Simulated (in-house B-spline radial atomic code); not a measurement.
Successive ionisation energies of bismuth; each step leads to the configuration of the next row (after the last: bare). NIST's values go from ground level to ground level; the uncertainty of those that are theory runs from under 0.1 % in few-electron ions to several per cent in heavy many-electron ones. Computed with a B-spline radial code for spherical atoms: non-relativistic Hartree-Fock, average of the configuration, point nuclei.

This level leaves out relativity, spin-orbit splitting included, which matters for heavy ions.

```
  ion  configuration  ionisation energy (eV)  tabulated value (eV)    tabulated kind  computed minus tabulated (eV)  highest orbital  largest mean radius (bohr)
Bi70+   [Ne] 3s2 3p1                  8129.4                  8950  tabulated theory                           -821               3p                      0.1763
Bi71+       [Ne] 3s2                  8395.4                  9270  tabulated theory                           -875               3s                     0.17574
Bi72+       [Ne] 3s1                  8534.3                  9430  tabulated theory                           -896               3s                     0.17512
Bi73+   [He] 2s2 2p6                 19854.7                 20130  tabulated theory                           -275               2p                    0.075271
Bi74+   [He] 2s2 2p5                 20224.7                 20500  tabulated theory                           -275               2p                    0.074994
Bi75+   [He] 2s2 2p4                 20597.6                 20920  tabulated theory                           -322               2p                    0.074719
Bi76+   [He] 2s2 2p3                 20973.2                 21300  tabulated theory                           -327               2p                    0.074446
Bi77+   [He] 2s2 2p2                 21351.6                 24150  tabulated theory                          -2798               2p                    0.074174
Bi78+   [He] 2s2 2p1                 21732.8                 24640  tabulated theory                          -2907               2p                    0.073904
Bi79+       [He] 2s2                 22206.6                 25260  tabulated theory                          -3053               2s                    0.073636
Bi80+       [He] 2s1                 22540.6               25656.9  tabulated theory                          -3116               2s                    0.073388
Bi81+            1s2                 92321.1              102251.8  tabulated theory                          -9931               1s                    0.018154
Bi82+            1s1                 93729.6              104133.4  tabulated theory                         -10404               1s                    0.018072
```

Problem. Where is the largest jump?

Solution. From Bi80+ to Bi81+, by a factor of 4.10 (22541 to 92321 eV); the highest orbital goes from 2s to 1s.
